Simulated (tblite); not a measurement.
Species: C₆H₇O₃P.
SMILES with atom numbers: `[CH2:1]=[CH:2][P@:3](=[O:4])([OH:5])[c:6]1[cH:7][cH:8][o:9][cH:10]1` (hydrogens: H11, H12 on C1; H13 on C2; H14 on O5; H15 on C7; H16 on C8; H17 on C10)

Computed with GFN2-xTB (tblite), gas phase: L-BFGS steps from a force-field or distance-geometry start until the largest atomic force falls under 0.01 eV/Å.

Step 6: E = -848.0140 eV
```
atom  x, y, z in Å  |  force x, y, z in eV/Å
C1     -2.6649    1.3326   -0.0116   -0.003   0.026  -0.065
C2     -1.9792    0.2518    0.3204   -0.025   0.220   0.137
P3     -0.7409   -0.5063   -0.7675   -0.162  -0.010   0.202
O4     -0.7510   -0.2124   -2.2026   -0.097   0.085  -0.011
O5     -0.9919   -2.0675   -0.4369    0.117  -0.009  -0.046
C6      0.8356   -0.1372    0.0220   -0.073   0.075  -0.230
C7      1.4589   -0.7352    1.1441   -0.041  -0.059  -0.049
C8      2.6574   -0.1090    1.2618   -0.017  -0.050   0.148
O9      2.8136    0.8308    0.3150   -0.084  -0.087   0.025
C10     1.7095    0.8049   -0.4340    0.021   0.073  -0.043
H11    -3.3532    1.8177    0.6696    0.083  -0.110  -0.061
H12    -2.5780    1.7756   -0.9906    0.040  -0.080  -0.050
H13    -2.0552   -0.1529    1.3212    0.046  -0.153  -0.116
H14    -0.4954   -2.5923   -1.0709   -0.126  -0.004   0.006
H15     1.0428   -1.5309    1.7273    0.112   0.032   0.091
H16     3.4515   -0.2387    1.9602    0.209  -0.013   0.159
H17     1.6332    1.4811   -1.2576    0.000   0.065  -0.096
```

Step 7: E = -848.0226 eV
```
atom  x, y, z in Å  |  force x, y, z in eV/Å
C1     -2.6642    1.3293   -0.0140   -0.080   0.170  -0.082
C2     -1.9798    0.2524    0.3205    0.059   0.103   0.083
P3     -0.7466   -0.5021   -0.7688   -0.019   0.000   0.167
O4     -0.7679   -0.2078   -2.2034   -0.078   0.089  -0.030
O5     -0.9857   -2.0613   -0.4348    0.004  -0.044   0.046
C6      0.8350   -0.1363    0.0174    0.037   0.027  -0.044
C7      1.4588   -0.7350    1.1448    0.025   0.024  -0.106
C8      2.6600   -0.1085    1.2668   -0.087  -0.092   0.115
O9      2.8160    0.8311    0.3172   -0.083  -0.104   0.058
C10     1.7124    0.8056   -0.4320   -0.025   0.059  -0.080
H11    -3.3496    1.8169    0.6660    0.036  -0.086  -0.031
H12    -2.5763    1.7721   -0.9924    0.047  -0.078  -0.071
H13    -2.0517   -0.1598    1.3140    0.014  -0.166   0.021
H14    -0.5031   -2.5919   -1.0707   -0.060  -0.047  -0.071
H15     1.0466   -1.5312    1.7316    0.101   0.055   0.058
H16     3.4593   -0.2401    1.9660    0.068   0.009   0.050
H17     1.6298    1.4785   -1.2581    0.041   0.080  -0.083
```

Problem. Estimate the geometry and energy of step 8. (The exact step hangs on the optimiser's Hessian estimate; all steps are aligned on step 7, rigid shifts and turns removed.)

Solution. E = -848.0280 eV, largest force 0.177 eV/Å
```
atom  x, y, z in Å  |  force x, y, z in eV/Å
C1     -2.6651    1.3304   -0.0171    0.022   0.024  -0.015
C2     -1.9789    0.2547    0.3225    0.015   0.144  -0.010
P3     -0.7509   -0.4992   -0.7679    0.085   0.007   0.070
O4     -0.7799   -0.2035   -2.2029   -0.068   0.074   0.017
O5     -0.9817   -2.0580   -0.4325   -0.038  -0.078   0.063
C6      0.8352   -0.1353    0.0136    0.055  -0.001   0.036
C7      1.4587   -0.7345    1.1430    0.021  -0.015  -0.044
C8      2.6604   -0.1097    1.2722   -0.061  -0.051   0.043
O9      2.8161    0.8295    0.3196   -0.047  -0.065   0.058
C10     1.7136    0.8070   -0.4322   -0.018   0.033  -0.064
H11    -3.3468    1.8148    0.6633   -0.047  -0.019   0.017
H12    -2.5743    1.7685   -0.9952    0.048  -0.045  -0.116
H13    -2.0493   -0.1672    1.3096   -0.013  -0.144   0.102
H14    -0.5091   -2.5926   -1.0721   -0.051  -0.035  -0.080
H15     1.0509   -1.5305    1.7356    0.082   0.080   0.010
H16     3.4656   -0.2408    1.9707   -0.057   0.019  -0.036
H17     1.6286    1.4786   -1.2602    0.071   0.072  -0.050
```

The energy changes by -0.0055 eV. The first-order estimate −F·Δx gives -0.0080 eV and the mean of the old and new forces, exact on a quadratic surface, -0.0055 eV. The step makes an angle of 51° with the force vector and moves no atom by more than 0.013 Å.
